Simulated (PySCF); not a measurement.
A PySCF script (with the pyscf-properties extension) for the NMR shieldings of SMILES C1[Si@@H](CC=O)P[SiH2]CC1, C₅H₁₃OPSi₂, on a GFN2-xTB geometry:

```python
import basis_set_exchange as bse
import numpy as np
from pyscf import gto, dft
from pyscf.prop import nmr

atoms = """
O    -2.651879   -0.686753   -1.916710
C    -2.924397   -0.294737   -0.808167
C    -2.054136    0.543026    0.024203
Si   -0.829172   -0.680207    0.902306
C     0.526616    0.372552    1.739361
C     1.423605    1.179888    0.799579
C     2.314593    0.313579   -0.092765
Si    1.411057   -0.636668   -1.483000
P     0.121364   -2.164075   -0.464808
H    -3.860054   -0.622308   -0.312904
H    -2.616433    1.102622    0.765217
H    -1.467412    1.215467   -0.598672
H    -1.610795   -1.382182    1.936212
H     0.061120    1.056954    2.449826
H     1.151336   -0.301221    2.326521
H     0.812937    1.839539    0.177981
H     2.064777    1.824268    1.410260
H     2.853172   -0.398776    0.535682
H     3.070273    0.955192   -0.548324
H     0.681975    0.325411   -2.320201
H     2.383948   -1.359316   -2.309250
H    -0.872907   -2.182867   -1.415550
"""
names = dict.fromkeys(["O", "C", "Si", "P", "H"], "pcSseg-1")
basis = {el: gto.basis.parse(bse.get_basis(n, elements=[el], fmt="nwchem")) for el, n in names.items()}
mol = gto.M(atom=atoms, basis=basis, charge=0, verbose=0)
mf = dft.RKS(mol, xc="PBE0")
mf.grids.level = 2
mf.grids.alignment = dft.numint.BLKSIZE   # the property module wants whole blocks of grid points
mf.conv_tol = 1e-9
mf.kernel()

calc = nmr.RKS(mf)   # GIAO
C = mf.mo_coeff
Co = C[:, mf.mo_occ > 0]
resp = mf.gen_response(singlet=True, hermi=2)
def vind(x):   # induced exchange potential for any number of trial vectors
    d = np.einsum("pi,xij,qj->xpq", C, 2 * x.reshape(-1, C.shape[1], Co.shape[1]), Co, optimize=True)
    return np.einsum("xpq,pi,qj->xij", resp(d - d.transpose(0, 2, 1)), C, Co, optimize=True).ravel()
mo1, _ = nmr.rhf.solve_mo1(calc, with_cphf=vind)
sigma = calc.kernel(mo1)
for i, s in enumerate(sigma):   # ppm
    w = np.linalg.eigvalsh((s + s.T) / 2)
    print("%2d %-2s iso %8.1f  s11 %8.1f  s22 %8.1f  s33 %8.1f" % (i, mol.atom_pure_symbol(i), w.mean(), *w))
```

Question: What does it print?

Answer: 
```
 0 O  iso   -349.4  s11   -978.0  s22   -420.2  s33    350.0
 1 C  iso    -16.7  s11   -111.5  s22    -39.8  s33    101.1
 2 C  iso    147.9  s11    111.5  s22    148.0  s33    184.2
 3 Si iso    372.9  s11    316.8  s22    392.3  s33    409.7
 4 C  iso    171.9  s11    158.2  s22    172.2  s33    185.3
 5 C  iso    162.7  s11    155.5  s22    162.3  s33    170.1
 6 C  iso    173.2  s11    158.0  s22    175.9  s33    185.8
 7 Si iso    401.1  s11    373.2  s22    398.9  s33    431.2
 8 P  iso    661.8  s11    604.4  s22    660.0  s33    721.0
 9 H  iso     21.9  s11     19.0  s22     20.1  s33     26.5
10 H  iso     29.2  s11     26.3  s22     26.8  s33     34.4
11 H  iso     29.3  s11     25.6  s22     29.4  s33     33.0
12 H  iso     27.1  s11     23.0  s22     24.7  s33     33.4
13 H  iso     30.7  s11     25.4  s22     28.2  s33     38.3
14 H  iso     30.9  s11     27.4  s22     28.4  s33     36.7
15 H  iso     30.2  s11     27.4  s22     29.1  s33     34.2
16 H  iso     29.4  s11     22.8  s22     28.1  s33     37.3
17 H  iso     31.1  s11     27.9  s22     28.8  s33     36.7
18 H  iso     30.5  s11     24.8  s22     28.2  s33     38.6
19 H  iso     27.0  s11     23.8  s22     25.3  s33     31.8
20 H  iso     27.3  s11     23.3  s22     24.6  s33     34.0
21 H  iso     30.6  s11     24.2  s22     27.1  s33     40.5
```

These numbers come from an equivalent density-fitted implementation of the same equations, which agrees with the script to about 0.01 ppm for H and up to a few tenths of a ppm for heavy atoms, so last digits may differ.

Size and cost of the density-fitted run: 239 basis functions, 2.8 min wall time on 1 thread of an Intel Xeon, shared host; peak memory 1.2 GiB.
